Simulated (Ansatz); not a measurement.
`N=C(N)Cl` + `BO` → `BOC(=N)Cl` + NH₃ at 298.15 K and 1 bar (substitution at a C–N bond).

Isolated molecules relaxed with PBE0-D4/def2-TZVP in Ansatz; ΔE leaves out vibrations. CBS: MP2 limit from def2 TZ/QZ plus the TZ coupled-cluster correction, frozen cores. This one scheme is used for every species. One conformer a species, not always the lowest.

| species | CCSD(T)/CBS energy (Eh) | H − E (kJ/mol) | S (J/(mol·K)) |
| --- | --- | --- | --- |
| `N=C(N)Cl` | -609.03191 | 143.5 | 288.1 |
| `BO` | -101.80414 | 103.5 | 230.4 |
| `BOC(=N)Cl` | -654.30551 | 143.8 | 316.3 |
| NH₃ | -56.50880 | 100.5 | 192.4 |

H − E and S are ideal-gas, rigid-rotor, harmonic terms from PBE0-D4/def2-TZVP, for one conformer and one mirror image of each species. 1 Eh = 2625.50 kJ/mol, R = 8.31446 J/(mol·K).

**Question.** By hand: ΔE, ΔH, ΔS and ΔG.

**Answer.** ΔE = (-654.30551) + (-56.50880) − (-609.03191) − (-101.80414) = 0.02174 Eh = 57.1 kJ/mol. Δ(H − E) = 143.8 + 100.5 − 143.5 − 103.5 = -2.7, so ΔH = 54.4 kJ/mol. ΔS = 316.3 + 192.4 − 288.1 − 230.4 = -9.8 J/(mol·K). ΔG = 54.4 − 298.15 × (-9.8)/1000 = 57.3 kJ/mol.

**Question.** By hand: the equilibrium constant, and the temperature at which ΔG would vanish if ΔH and ΔS stayed fixed.

**Answer.** log₁₀ K = −ΔG/(RT ln 10) = -10.0. ΔH and −TΔS have one sign here, so there is no such temperature.

The number of gas molecules stays the same, so ΔS is small and ΔH decides. A doubt of 5 kJ/mol in ΔE shifts log₁₀ K by 0.9 here. Other conformers and mirror images would add mixing entropy, several J/(mol·K) or more a flexible species. These are equilibria of isolated gas molecules and say nothing of rates. Largest T1 diagnostic: 0.014 (customary marks: 0.02 for closed shells, 0.045 for open ones).

ΔS is within the doubt of such terms, so its sign, and with it that verdict, could turn.
